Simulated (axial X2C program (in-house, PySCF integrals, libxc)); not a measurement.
# Testing model relations on SiBr

A bond curve at the CCSD(T) level, 2c, was computed with an axial X2C code built on PySCF integrals (basis Br dyall-cv3z [8s9p6d4f1g], Si dyall-v3z [8s7p2d1f] (cores contracted in-house)) for the state Ω = 1/2 (⟨Sz⟩ = -0.50, ⟨Lz⟩ = 1.00 at HF). Its fit gives Re = 2.2419 Å, ωe = 420.6 cm⁻¹, ωexe = 1.42 cm⁻¹ and αe = 8.092e-04 cm⁻¹; the masses are 78.9183 and 27.9769 u. Two-component means X2C with spin–orbit coupling and atomic mean-field Coulomb and Gaunt terms.

Correlated methods: 11 electrons correlated (number of frozen shells: Br 3 s, 2 p, 1 d; Si 2 s, 1 p), 183 virtual spin orbitals or spinors in MP2, 90 natural virtuals in coupled cluster.

Problem. Find the reduced mass, Be and the force constant.

Solution. From the CCSD(T) values: μ = 20.6547 u. Be = 16.8576/(μ Re²) = 0.1624 cm⁻¹. k = 5.8918×10⁻⁷ μ ωe² = 2.15 mdyn/Å.

Problem. Estimate De from a Morse curve and compare with the computed well depth of 3.502 eV to Br + Si.

Solution. De(Morse) = ωe²/(4ωexe) = 3.862 eV against 3.502 eV computed, a ratio of 1.10. For De the Morse form works well here.

Problem. A Morse curve ties αe to the other constants (Pekeris). How well does that hold?

Solution. αe(Morse) = 6Be²/ωe × (√(ωexe/Be) − 1) = 7.362e-04 cm⁻¹; the CCSD(T) curve gives 8.092e-04 cm⁻¹, a ratio of 0.91.

Problem. Where do the fundamental and the first overtone lie?

Solution. ν(1←0) = ωe − 2ωexe = 417.8 cm⁻¹; ν(2←0) = 2ωe − 6ωexe = 832.7 cm⁻¹.

Problem. Estimate the centrifugal constant by the Kratzer relation.

Solution. D = 4Be³/ωe² = 9.68e-08 cm⁻¹.

The state is a single determinant with fixed occupations, the lowest that a limited PBE0 search found. De is counted from the lowest determinant-based energies of the atoms at the same level, without counterpoise correction. CCSD and (T) use frozen natural virtuals with an MP2 correction for the truncation; (T) itself is uncorrected, so its De runs slightly low. The 2c atoms are single determinants rather than J levels; their spin–orbit lowering is only partly caught, and De is too large by that part. This holds for CCSD(T).
